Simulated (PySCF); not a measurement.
Level of theory: core-valence-separated Tamm–Dancoff BHandHLYP/aug-pcX-1 (pcseg-1 on H, def2-SVPD on Si) in PySCF, non-relativistic, gas phase, PBE0-D3(BJ)/def2-SVP geometry. The energies are unshifted.

Main lines of an unknown, eV (oscillator strength): C K: 282.6 (0.070), 286.2 (0.028), 286.6 (0.025), 286.6 (0.008), 287.0 (0.017); N K: 395.5 (0.056), 400.2 (0.012), 400.9 (0.007). Listed: the first five lines at most of each edge with a tenth or more of its strongest line's intensity; roots within 0.03 eV on the same or equivalent atoms are summed. Only the lowest roots were sought, and the top ones are left out.

Question: Which candidate gives them?
A. `O[Si@H]1CCCN1`
B. `CN(C)[SiH2]C=O`
C. `C=N[SiH2]COC`

Answer: C. 

- `C=N[SiH2]COC`: C K: 282.6 (0.070), 286.2 (0.028), 286.6 (0.025), 286.6 (0.008), 287.0 (0.017); N K: 395.5 (0.056), 400.2 (0.012), 400.9 (0.007). First C line listed at 282.6 eV, hole on the C=N carbon (1s→π*); first N line listed at 395.5 eV, hole on the C=N nitrogen.
- `CN(C)[SiH2]C=O`: C K: 282.4 (0.072), 285.8 (0.012), 286.1 (0.015), 286.5 (0.020), 287.0 (0.031); N K: 399.3 (0.005), 400.5 (0.005), 400.7 (0.007), 401.3 (0.013), 401.7 (0.016). First C line listed at 282.4 eV, hole on the carbonyl carbon (1s→π*); first N line listed at 399.3 eV, hole on the silicon-bound nitrogen.
- `O[Si@H]1CCCN1`: C K: 285.2 (0.012), 285.5 (0.013), 285.6 (0.027), 286.0 (0.027), 286.2 (0.017); N K: 399.2 (0.014), 400.2 (0.015), 400.5 (0.002), 400.8 (0.016), 401.3 (0.005). First C line listed at 285.2 eV, hole on the sp3 carbon bound to silicon; first N line listed at 399.2 eV, hole on the silicon-bound nitrogen.

One conformer each; other structures than these candidates weren't tested.

The values belong to the conformer `[CH2:1]=[N:2][SiH2:3][CH2:4][O:5][CH3:6]`: C1–N2–Si3–C4 121°, N2–Si3–C4–O5 -170°, Si3–C4–O5–C6 -73°.
